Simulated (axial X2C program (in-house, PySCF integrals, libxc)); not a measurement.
## TeP⁺ at several levels of theory

Calculated with an in-house relativistic program for diatomic molecules. Spin-free means the one-electron spin-free X2C Hamiltonian. Basis: Te dyall-cv3z [11s12p8d4f1g], P dyall-v3z [8s7p2d1f] (cores contracted in-house); Gaussian nuclei, density fitting, unrestricted open shells. Masses: Te 129.906 u, P 30.974 u.

Input file and command:
```json
{"zs": [52, 15], "q": 1, "bas": ["dyall-cv3z", "dyall-v3z"], "levels": ["PBE0", "HF", "BHandHLYP"], "cc": true, "r0": 2.3, "thr": -1.0, "nmax": 90, "npts": 10, "nst": 2, "ntry": 6}
```
```bash
python so2c.py task.json out
```

Keys: zs atomic numbers; q charge; bas basis sets; levels methods; cc coupled cluster on or off; r0 starting distance in Å; thr threshold in hartree for freezing inner shells (an s shell follows its p shell); nmax most natural virtual spinors; npts points on the curve; nst determinants followed; ntry starts of the search. HF also brings MP2.

State, spin-free: M_S = 0, Λ = 0 (closed shell); electrons by block: σα: 15, σβ: 15, π+α: 7, π+β: 7, π-α: 7, π-β: 7, δ+α: 2, δ+β: 2, δ-α: 2, δ-β: 2. Fragments: Te+ + P.

```csv
Hamiltonian,level,Re (Å),ωe (cm⁻¹),ωexe (cm⁻¹),Be (cm⁻¹),De (eV),D0 (eV),μ (D)
spin-free,PBE0,2.156,569.8,1.25,0.145,4.11,4.08,1.78
spin-free,HF,2.120,631.1,1.15,0.1499,0.714,0.675,1.94
spin-free,MP2,2.216,481.9,2.03,0.1372,3.96,3.93,n/a
spin-free,CCSD,2.176,550.8,1.33,0.1423,3.47,3.43,n/a
spin-free,CCSD(T),2.199,515.9,1.58,0.1394,3.87,3.84,n/a
spin-free,BHandHLYP,2.142,590.2,1.23,0.147,3.69,3.66,1.87
```

Correlated methods: 10 electrons correlated (number of frozen shells: Te 4 s, 3 p, 2 d; P 2 s, 1 p), 222 virtual spin orbitals or spinors in MP2, 88 natural virtuals in coupled cluster.

Dipoles are positive if P is the positive end and refer to the centre of mass.

The state is one determinant whose occupation by symmetry is held fixed; it was picked as the lowest of a PBE0 search that is not exhaustive. Closed shells are restricted here (equal orbitals for both partners); the stretched side of such a curve lies too high. Dissociation energies refer to the lowest single-determinant-based atoms at the same level and basis. CCSD and (T) use frozen natural virtuals with an MP2 correction for the truncation; (T) itself is uncorrected, so its De runs slightly low. The T1 diagnostic is large, a sign of multireference character. With the outer-core shells frozen, correlated bond lengths of heavy atoms tend to come out a few hundredths of an ångström too long.

No reliable constants came from BHandHLYP (2c), CCSD (2c), CCSD(T) (2c), HF (2c), MP2 (2c), PBE0 (2c): no minimum in range, unconverged points, a curve that is not smooth, a change of character along it, or the two Hamiltonians disagreeing along it.

The whole task took 2.5 min on 1 thread of INTEL(R) XEON(R) PLATINUM 8581C CPU @ 2.10GHz (Emerald Rapids), on a shared host.
